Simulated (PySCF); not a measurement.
Mo(O)2(OH) (HMoO3), SMILES [O]=[Mo+](=[O])[OH], charge +1, multiplicity 1.

Coordinates come from a PBE0-D3(BJ)/def2-SVP optimisation. The spin state was assumed, not searched. The isomer is the one that the SMILES or the coordinates give; other isomers of the formula were not compared. The def2 effective core potentials stand for the cores of Mo; spin–orbit coupling is left out. The values are those of a single conformer.

Computed with TDDFT-PBE0/def2-SVPD (PySCF).

Vertical excitations.  State labels are in the subgroup Cs.

| state | symmetry | energy (eV) | λ (nm) | f | main pairs |
|---|---|---|---|---|---|
| S1 | A" | 3.19 | 388 | 0.000 | HOMO→LUMO 99 % |
| S2 | A" | 3.91 | 317 | 0.004 | HOMO−1→LUMO 96 % |
| S3 | A' | 4.01 | 309 | 0.004 | HOMO−2→LUMO 94 % |
| S4 | A' | 4.68 | 265 | 0.001 | HOMO→LUMO+2 94 % |
| S5 | A" | 4.87 | 255 | 0.005 | HOMO→LUMO+1 84 % |
| S6 | A' | 4.91 | 253 | 0.006 | HOMO−3→LUMO 87 % |
| S7 | A" | 5.13 | 242 | 0.001 | HOMO−1→LUMO+1 83 % |
| S8 | A' | 5.38 | 230 | 0.004 | HOMO−2→LUMO+1 49 %, HOMO−1→LUMO+2 48 % |
| S9 | A" | 5.49 | 226 | 0.001 | HOMO−2→LUMO+2 85 % |
| S10 | A' | 5.90 | 210 | 0.000 | HOMO−4→LUMO 75 % |
| T1 | A" | 2.95 | 420 | 0 | HOMO→LUMO 96 % |
| T2 | A" | 3.48 | 356 | 0 | HOMO−1→LUMO 90 % |
| T3 | A' | 3.53 | 351 | 0 | HOMO−2→LUMO 92 % |
| T4 | A' | 3.97 | 312 | 0 | HOMO−3→LUMO 79 % |
Triplets are in the Tamm–Dancoff approximation, which puts them higher than full response would, so one can lie above its singlet here.
